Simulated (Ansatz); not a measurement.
Al(PH3)F3 (AlPH3F3). The state is a singlet with charge 0. Geometry r2SCAN-D4/def2-SVP.

Cartesian coordinates in Å:
```
Al -0.832 -0.181 1.113
P 0.652 0.143 -0.870
H 0.832 1.458 -1.363
H 0.302 -0.517 -2.074
H 2.006 -0.259 -0.763
F -2.234 0.470 0.495
F 0.012 0.724 2.227
F -0.739 -1.838 1.235
```

**Question.** Estimate the orbital energies around the gap (eV) in Ansatz with LDA (SPW92)/def2-TZVP, PBE-D4/def2-SVP, PBE-D4/def2-TZVP, r2SCAN-D4/def2-TZVP, B97M-V/def2-TZVP.

**Answer.** 
| orbital | LDA (SPW92)/def2-TZVP | PBE-D4/def2-SVP | PBE-D4/def2-TZVP | r2SCAN-D4/def2-TZVP | B97M-V/def2-TZVP |
| --- | --- | --- | --- | --- | --- |
| HOMO−9 | -11.41 | -11.02 | -11.38 | -11.80 | -11.81 |
| HOMO−8 | -10.31 | -9.73 | -10.03 | -10.50 | -10.67 |
| HOMO−7 | -10.31 | -9.55 | -10.03 | -10.50 | -10.67 |
| HOMO−6 | -10.25 | -9.55 | -10.01 | -10.44 | -10.51 |
| HOMO−5 | -9.44 | -8.68 | -9.16 | -9.64 | -9.77 |
| HOMO−4 | -9.44 | -8.68 | -9.16 | -9.64 | -9.77 |
| HOMO−3 | -9.22 | -8.43 | -8.95 | -9.43 | -9.55 |
| HOMO−2 | -9.22 | -8.43 | -8.95 | -9.42 | -9.54 |
| HOMO−1 | -8.76 | -8.09 | -8.50 | -8.99 | -9.12 |
| HOMO | -8.54 | -7.99 | -8.38 | -8.75 | -8.85 |
| LUMO | -1.84 | -1.33 | -1.69 | -1.42 | -1.59 |
| LUMO+1 | -1.84 | -1.33 | -1.68 | -1.41 | -1.59 |
| LUMO+2 | -1.27 | -0.82 | -1.07 | -0.43 | -0.99 |
| LUMO+3 | -0.26 | 0.46 | -0.01 | 0.52 | 0.20 |
| LUMO+4 | 0.67 | 2.10 | 0.93 | 1.45 | 1.25 |
| LUMO+5 | 1.24 | 2.56 | 1.45 | 2.06 | 1.69 |
